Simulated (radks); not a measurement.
Results of a calculation; reference values are marked as such.
Q: Radial electron density D(r) = 4 pi r^2 rho(r) of an atom or ion with 8 electrons. Code: a radial shooting solver on a logarithmic mesh with Libxc functionals. Model: scalar-relativistic Kohn-Sham, r2SCAN, spin-polarised, spherical densities, finite nucleus; meta-GGA in the generalised Kohn-Sham scheme; Fermi nuclear charge, rms radius of each element as measured or else 0.836 A^(1/3) + 0.57 fm.

| r (bohr) | D(r) (e/bohr) | spin D(r) |
|---|---|---|
| 0.003472 | 1.657 | -0.000223 |
| 0.004207 | 2.325 | -0.000243 |
| 0.005097 | 3.236 | -0.000190 |
| 0.006176 | 4.460 | 0.0000466 |
| 0.007543 | 6.152 | 0.000747 |
| 0.00914 | 8.255 | 0.00237 |
| 0.01107 | 10.88 | 0.00595 |
| 0.01342 | 14.05 | 0.0135 |
| 0.01626 | 17.68 | 0.0287 |
| 0.01986 | 21.73 | 0.0603 |
| 0.02406 | 25.50 | 0.119 |
| 0.02916 | 28.62 | 0.227 |
| 0.03533 | 30.48 | 0.420 |
| 0.04315 | 30.53 | 0.767 |
| 0.05228 | 28.62 | 1.31 |
| 0.06335 | 25.31 | 2.15 |
| 0.07676 | 21.80 | 3.32 |
| 0.093 | 19.62 | 4.82 |
| 0.1136 | 19.90 | 6.54 |
| 0.1376 | 22.33 | 7.99 |
| 0.1668 | 24.98 | 8.72 |
| 0.2021 | 25.31 | 8.31 |
| 0.2468 | 21.65 | 6.66 |
| 0.2991 | 15.14 | 4.41 |
| 0.3624 | 8.288 | 2.31 |
| 0.4391 | 3.390 | 0.914 |
| 0.532 | 0.9786 | 0.257 |
| 0.6498 | 0.1719 | 0.0442 |
| 0.7873 | 0.01938 | 0.00490 |

What is the nuclear charge?

A: Z = 26. The innermost maximum, from 1s, lies near gamma/Z bohr with gamma = sqrt(1 - (Z/c)^2) = 0.982, here 0.0378 bohr (found: 0.0392), and its height grows with Z. The density is that of the iron ion Fe18+ in [He] 2s2 2p4; the configuration itself is not fixed sharply by these data, and Z only to about a unit. D(r) has 2 maxima, at r = 0.0392, 0.188 bohr, and minima at 0.101 bohr, inside which lie 2.22 electrons.
